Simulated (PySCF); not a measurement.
**4-bromobenzonitrile (SMILES N#Cc1ccc(Br)cc1)**

Molfile (atoms numbered from 1):
```
C7H4BrN
     RDKit          3D

 13 13  0  0  0  0  0  0  0  0999 V2000
    4.3551    0.7829   -0.1840 N   0  0  0  0  0  0  0  0  0  0  0  0
    3.2044    0.6416   -0.1755 C   0  0  0  0  0  0  0  0  0  0  0  0
    1.7835    0.4671   -0.1652 C   0  0  0  0  0  0  0  0  0  0  0  0
    0.9368    1.5851   -0.1413 C   0  0  0  0  0  0  0  0  0  0  0  0
   -0.4422    1.4168   -0.1314 C   0  0  0  0  0  0  0  0  0  0  0  0
   -0.9759    0.1274   -0.1456 C   0  0  0  0  0  0  0  0  0  0  0  0
   -2.8428   -0.1022   -0.1325 Br  0  0  0  0  0  0  0  0  0  0  0  0
   -0.1461   -0.9942   -0.1694 C   0  0  0  0  0  0  0  0  0  0  0  0
    1.2325   -0.8228   -0.1792 C   0  0  0  0  0  0  0  0  0  0  0  0
    1.3657    2.5885   -0.1304 H   0  0  0  0  0  0  0  0  0  0  0  0
   -1.1049    2.2832   -0.1128 H   0  0  0  0  0  0  0  0  0  0  0  0
   -0.5792   -1.9954   -0.1803 H   0  0  0  0  0  0  0  0  0  0  0  0
    1.8917   -1.6924   -0.1979 H   0  0  0  0  0  0  0  0  0  0  0  0
  1  2  3  0
  2  3  1  0
  3  4  1  0
  4  5  2  0
  5  6  1  0
  6  7  1  0
  6  8  2  0
  8  9  1  0
  9  3  2  0
  4 10  1  0
  5 11  1  0
  8 12  1  0
  9 13  1  0
M  END
```

The calculation used quadratic response CAM-B3LYP/aug-cc-pVDZ first hyperpolarisability, Taylor convention, gas phase in PySCF 2.14.0. Geometry: PBE0-D3(BJ)/def2-SVP.

The calculation is non-relativistic, which matters for the atoms heavier than Zn.

(1) What is the first hyperpolarisability, and how does it disperse?

(2) Which lowest excitations, dipole and polarisabilities go with it?

## Answers

(1) In au, Taylor convention; the vector part is βᵢ = ⅓ Σⱼ (βᵢⱼⱼ + βⱼᵢⱼ + βⱼⱼᵢ); β∥ is 3/5 of the vector part along the dipole, the dipole points from − to +:
| process | λ (nm) | β vector norm | β∥ | β HRS | depolarisation ratio |
| --- | --- | --- | --- | --- | --- |
| static β(0;0,0) | ∞ | 293.2 | 175.9 | 143.1 | 3.31 |
| second harmonic β(−2ω;ω,ω) | 1907 | 323.4 | 194.1 | 156.4 | 3.39 |
| Pockels β(−ω;ω,0) | 1907 | 302.8 | 181.7 | – | – |
| second harmonic β(−2ω;ω,ω) | 1064 | 408.9 | 245.3 | 193.7 | 3.57 |
| Pockels β(−ω;ω,0) | 1064 | 325.7 | 195.4 | – | – |

(2) S1 5.09 eV (f = 0.001); S2 5.30 eV (f = 0.398); S3 5.86 eV (f = 0.000); dipole 3.21 D; isotropic α 110.3 au static, 110.8 au at 1907 nm, 112.0 au at 1064 nm, 112.4 au at 953.5 nm, 117.6 au at 532 nm.
